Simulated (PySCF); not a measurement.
Species: C5H5NO.
InChI=1S/C5H5NO/c7-5-6-3-1-2-4-6/h1-5H

Torsions of this conformer, `[O:1]=[CH:2][n:3]1[cH:4][cH:5][cH:6][cH:7]1`: O1–C2–N3–C4 180°.

The closed-shell ground state was solved at several levels (PySCF, density fitting, gas phase, non-relativistic). Geometry: GFN2-xTB, one conformer, isolated molecule.

```
         level  basis functions  total energy (Eh)  HOMO (eV)  LUMO (eV)  gap (eV)  dipole (D)
 PBE0/pcSseg-1              144          -323.0986      -6.89      -1.18      5.71        2.51
PBE0/def2-SVPD              183          -322.9176      -6.92      -1.32      5.60        2.62
```

Question: Estimate the row for B3LYP/pcJ-1, a basis of 239 functions; the other rows only guide the guess.

Answer: Total energy -323.5144 Eh, HOMO -6.65 eV, LUMO -1.38 eV, gap 5.27 eV, dipole 2.54 D.

Question: Over all these levels, which gives the widest orbital gap and which the narrowest?

Answer: PBE0/pcSseg-1 (global hybrid, 25 % exact exchange) has the widest, 5.71 eV, and B3LYP/pcJ-1 (global hybrid, 20 % exact exchange) the narrowest, 5.27 eV. Functional and basis both differ between the two, so the spread mixes both effects.

Question: How far do the dipole and the HOMO energy spread over the levels?

Answer: The dipole runs from 2.51 to 2.62 D (mean 2.56 D) and the HOMO from -6.92 to -6.65 eV.
